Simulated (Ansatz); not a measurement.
The cluster Cd5O5. Charge 0, multiplicity 1. Geometry PBE0-D4/def2-SVP, basis def2-TZVP, Ansatz.

| atom | x (Å) | y (Å) | z (Å) |
| --- | --- | --- | --- |
| Cd1 | -1.303 | -1.036 | 1.087 |
| Cd2 | 0.776 | -2.297 | 2.659 |
| Cd3 | 2.582 | -1.605 | 0.649 |
| Cd4 | 1.400 | 1.102 | 2.374 |
| Cd5 | 1.053 | -0.159 | -1.129 |
| O6 | -1.939 | 0.159 | -1.761 |
| O7 | -0.910 | 1.714 | -0.995 |
| O8 | 0.154 | 1.735 | -1.815 |
| O9 | -0.556 | 1.159 | 0.166 |
| O10 | -1.257 | -0.771 | -1.237 |

```csv
run,HOMO (eV),LUMO (eV)
A,-5.04,-3.36
B,-4.81,-3.80
C,-5.39,-3.04
D,-4.65,-3.79
```

In the def2 sets Cd takes a core potential; there is no spin–orbit coupling. HSE06 is defined as in plane-wave codes, on full-range PBE exchange. The structure holds 3 bonds between oxygen atoms, so isomers without such links may lie far lower. Another isomer (singlet) lies 3.16 eV lower at PBE0-D4/def2-TZVP; other spin states weren't run for this one.

Question: The runs used HSE06, PBE, PBE0, r2SCAN. Estimate which is which.

Answer: A HSE06 (range-separated); B r2SCAN (0 % exact exchange); C PBE0 (25 % exact exchange); D PBE (0 % exact exchange). Exact exchange lowers occupied and raises empty levels; among semilocal functionals meta-GGAs tend to open the gap a little, and such runs are hard to tell apart. The gap grows from 0.85 eV (PBE) to 2.35 eV (PBE0). The restricted singlet is unstable towards broken spin symmetry in Hartree–Fock (as tested in another run); at HSE06-D4/def2-TZVP, r2SCAN-D4/def2-TZVP, PBE0-D4/def2-TZVP, PBE-D4/def2-TZVP this wasn't settled.
